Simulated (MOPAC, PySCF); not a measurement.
CH₄OSi, SMILES `O=C[SiH3]`, neutral singlet in the gas phase. 

Z-matrix (Å, degrees):
```
Si
H 1 1.4760
H 1 1.4824 2 111.28
H 1 1.4824 2 111.26 3 121.26
C 1 1.9295 2 109.59 4 119.35
O 5 1.2077 1 123.25 2 -0.42
H 5 1.1171 6 119.18 1 179.98
```
Charge 0, multiplicity 1.

All levels are single points at this geometry (B3LYP-D3(BJ)/def2-TZVP); Pople sets use spherical d functions. Orbital energies aren't observables, and empty levels follow the basis.

PM7 in MOPAC gives dipole (D) = 2.45.

Q: Estimate the dipole (D) from each of these levels: M06-2X/def2-TZVP in PySCF; PBE-D3(BJ)/def2-TZVP in PySCF; B3LYP/6-311+G** in PySCF; M06-2X/6-31G* in PySCF; AM1 in MOPAC.

A: 
| level | dipole (D) |
|---|---|
| M06-2X/def2-TZVP in PySCF | 2.34 |
| PBE-D3(BJ)/def2-TZVP in PySCF | 1.99 |
| B3LYP/6-311+G** in PySCF | 2.36 |
| M06-2X/6-31G* in PySCF | 2.18 |
| AM1 in MOPAC | 2.12 |
